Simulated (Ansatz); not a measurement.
Abridged output of a molecular run in Ansatz:

```
Functional definition: HF
1180 factors; integrals over basis functions are off by at most 9.4e-4 eV
mean field evaluation 1: about -8275.9750 eV, gradient 2.9e1 eV
mean field evaluation 2: about -8275.9797 eV, gradient 2.9e1 eV
mean field evaluation 4: about -8279.8872 eV, gradient 2.9e0 eV
mean field evaluation 8: about -8280.0182 eV, gradient 2.4e-1 eV
mean field -8280.02056223 eV, -304.2851432625 hartree, gradient 2.9e-6 eV, S^2 0.765838; 0 other end points of the search recorded, 0 dependent functions left out
6 core orbitals not correlated: weight in the atoms' cores, before any rotation towards them, 1.000 or more for the frozen orbitals, at most 0.000 for the correlated occupied ones
reference -8280.02056223 eV, -304.2851432625 hartree; 14, 13 occupied and 148, 149 virtual orbitals, 1180 factors
second order -18.66350310 eV of doubles, -0.00000000 eV of singles
cycle   1  -18.43045636 eV  change    2.3e-1 eV  update   1.2e-1
cycle   2  -18.91657230 eV  change   -4.9e-1 eV  update   4.1e-2
cycle   3  -19.06568781 eV  change   -1.5e-1 eV  update   2.8e-2
cycle   4  -19.06849728 eV  change   -2.8e-3 eV  update   1.0e-2
cycle   5  -19.06169196 eV  change    6.8e-3 eV  update   5.3e-3
cycle   6  -19.06279504 eV  change   -1.1e-3 eV  update   2.0e-3
cycle   7  -19.06316873 eV  change   -3.7e-4 eV  update   8.7e-4
cycle   8  -19.06308535 eV  change    8.3e-5 eV  update   2.7e-4
cycle   9  -19.06314320 eV  change   -5.8e-5 eV  update   1.3e-4
cycle  10  -19.06314082 eV  change    2.4e-6 eV  update   4.5e-5
cycle  11  -19.06310975 eV  change    3.1e-5 eV  update   1.9e-5
perturbative correction -0.66185309 eV, -0.0243226524 hartree
Total energy: -8299.74552506 eV, -305.0100222765 hartree
Checks for a lower state left out: cluster_reference
```

Its atoms:

Cartesian coordinates in Å:
```
C 0.748 0.506 0.064
O -0.458 0.584 0.771
In -1.967 -0.685 0.417
H 0.941 1.446 -0.469
H 0.776 -0.303 -0.685
H 1.586 0.337 0.753
H -1.627 -1.885 -0.851
```

(1) Which basis set was used?
A. def2-QZVPP
B. def2-SVPD
C. cc-pV(Q+d)Z
D. def2-TZVPP

(2) Write the keys of the input that set method, charge and spin (a neutral closed shell needs none for the last two).

Results:

(1) D. It gives 168 functions.

(2) 
```yaml
magnetization: {spin_polarized: true, initial_magnetization: 1}
correlation: {method: ccsd_t}
scf: {omitted_lower_state_checks: [cluster_reference]}
```
